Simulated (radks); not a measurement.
Task: Spherical quantum dot in the effective-mass picture: electrons in a parabolic well V = omega^2 r^2 / 2 with omega = 0.348, all in effective atomic units (hartree* = m*/eps^2 hartree, bohr* = eps/m* bohr), one dielectric constant everywhere. Calculated with a radial shooting solver with Libxc functionals: non-relativistic Kohn-Sham, LDA (Slater exchange, Perdew-Wang correlation), spin-polarised, spherical densities. Levels are named by radial order and angular momentum (1s, 1p, 1d, 2s, ...), and open shells are averaged over m. Results are scaled to m* = 0.043 and eps = 10, for which hartree* = 11.7 meV and bohr* = 12.31 nm. At N = 19 the configuration is 1s2 1p6 1d10 2s(up 1, down 0). Does electron 20 go into 2s down or 1f down or 1f up?

Result: Into 2s down. The total energies of the other choices lie higher by 1.06 meV (1f up), 1.10 meV (1f down).
